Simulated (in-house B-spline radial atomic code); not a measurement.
A run on an ion of nuclear charge 58 with 58.6 electrons that did not converge. Method: scalar-relativistic (X2C) LDA exchange-only, spin-polarised, spherical fractional occupations, Fermi nucleus of rms radius 4.8771 fm; computed with an all-electron radial atomic-structure program (B-spline basis).

Command:
```bash
python run_scf.py task.json out
```
Settings (nuclear radius in fm, mass in u):
```
Z                58
configuration    [Xe] 4f1.6 5d1 6s2
hamiltonian      x2c
method           lda,
spin_polarised   True
nucleus          fermi
rms_radius       4.8771
atomic_mass      139.90545
speed_of_light   137.035999084
```

First and last ten iterations of the last attempt (damped for 15 steps, keeping 80 % of the old Fock matrix, then DIIS):
```
 iter        energy (Eh)    residual
    1       -8839.449738    4.56e-01
    2       -8839.081241    4.68e-01
    3       -8843.207899    2.93e-01
    4       -8845.204016    1.76e-01
    5       -8846.116939    1.01e-01
    6       -8846.512126    5.57e-02
    7       -8846.674405    2.93e-02
    8       -8846.737875    1.60e-02
    9       -8846.761676    9.88e-03
   10       -8845.994211    7.36e-02
  111       -8845.405446    7.96e-02
  112       -8845.401665    7.95e-02
  113       -8845.406248    7.93e-02
  114       -8846.770747    6.80e-03
  115       -8846.770799    6.66e-03
  116       -8846.771121    6.60e-03
  117       -8846.772165    5.79e-03
  118       -8845.373143    8.15e-02
  119       -8845.370024    8.17e-02
  120       -8845.370113    8.17e-02
 not converged after 120 iterations
```

The smallest residual met was 4.6e-03; the threshold is about 6e-07. No energy from this run should be used. The likely cause: this method binds the added charge weakly or not at all at the basis-set limit, so charge moves back and forth between the atom and the box. Time taken, with all properties: 2.8 s on 1 thread of x86-64 server CPU, with other jobs on the host.
